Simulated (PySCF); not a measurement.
Run record: geometry optimisation, `c1(ccc(o1)[N+]#[C-])[Se]C`.

Computed with PBE0-D3(BJ)/def2-SVP geometry optimisation, gas phase (PySCF 2.14.0). Start geometry: GFN2-xTB. A driver script takes a list of jobs; this job's settings line and coordinates (Å) are shown.

Input:
```
{"job": {"xc": "PBE0", "basis": "def2-SVP", "d3": "d3bj", "grid": 2, "kind": "geom"}, "charge": 0, "multiplicity": 1}
C     -4.524124     0.524272     0.515627
N     -3.363757     0.464423     0.380276
C     -2.030655     0.417961     0.235371
C     -1.099425     1.422351     0.282203
C      0.150472     0.803601     0.072541
C     -0.113522    -0.531950    -0.086541
Se     0.954310    -2.044398    -0.399584
C      2.677411    -1.121536    -0.381585
O     -1.430990    -0.776790     0.009582
H     -1.291377     2.462877     0.444810
H      1.105106     1.285869     0.044465
H      2.814754    -0.637521     0.581564
H      2.705609    -0.395176    -1.189326
H      3.445510    -1.874455    -0.531569
```

Estimate the output.

```
step   0  E = -2761.84769146  max force = 0.021940
step   1  E = -2761.84927441  max force = 0.005089
step   2  E = -2761.84931989  max force = 0.001841
step   3  E = -2761.84933727  max force = 0.002034
step   4  E = -2761.84934459  max force = 0.000969
step   5  E = -2761.84935250  max force = 0.000453
step   6  E = -2761.84935438  max force = 0.000281
optimisation converged
```

Energies in Eh; «max force» is the largest Cartesian gradient component in Eh/bohr.

Give the first gradient maximum in eV/Å.

With 1 Eh/bohr = 51.422 eV/Å, 1.128 eV/Å.

How much energy does the optimisation release, in kcal/mol?

E(step 0) − E(last step) = 0.001663 Eh, which is 1.0 kcal/mol.

In short: final energy -2761.84935 Eh after 6 steps; dipole 5.56 D.

Give the final coordinates.

0.037 Å rms from the input after alignment:
```
atom  x, y, z in Å
C1    -4.2004    0.4703    0.5144
N2    -3.0273    0.4443    0.3946
C3    -1.6842    0.4330    0.2601
C4    -0.7459    1.4255    0.2975
C5     0.5095    0.7829    0.0882
C6     0.2296   -0.5524   -0.0596
Se7    1.2739   -2.0842   -0.3667
C8     2.9775   -1.1644   -0.4138
O9    -1.0964   -0.7700    0.0437
H10   -0.9403    2.4830    0.4558
H11    1.4877    1.2542    0.0525
H12    3.1742   -0.6695    0.5464
H13    3.0015   -0.4397   -1.2383
H14    3.7377   -1.9374   -0.5868
```

The run took 75 s of wall time on one thread of an Intel Xeon 6975P-C, shared host with 64 logical CPUs at a one-minute load of 17, and the process peaked at 0.82 GiB of memory.
Labels such as C1 count atoms from 1, the log's own numbers from 0.
